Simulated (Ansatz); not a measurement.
Species: C$_{10}$H$_{9}$BS, SMILES `Bc1ccc(C=C)c2ccsc12` (charge 0, multiplicity 1), formula C10H9BS.

Problem. How many basis functions does Ansatz (a first-principles code) with frozen-core CCSD(T)/cc-pVDZ // B3LYP-D3(BJ)/def2-SVP use, how many core orbitals are frozen, and how many electrons are correlated?

Solution. 217 basis functions and 16 frozen orbitals, which leaves 58 correlated electrons. Core time is of the order of minutes.
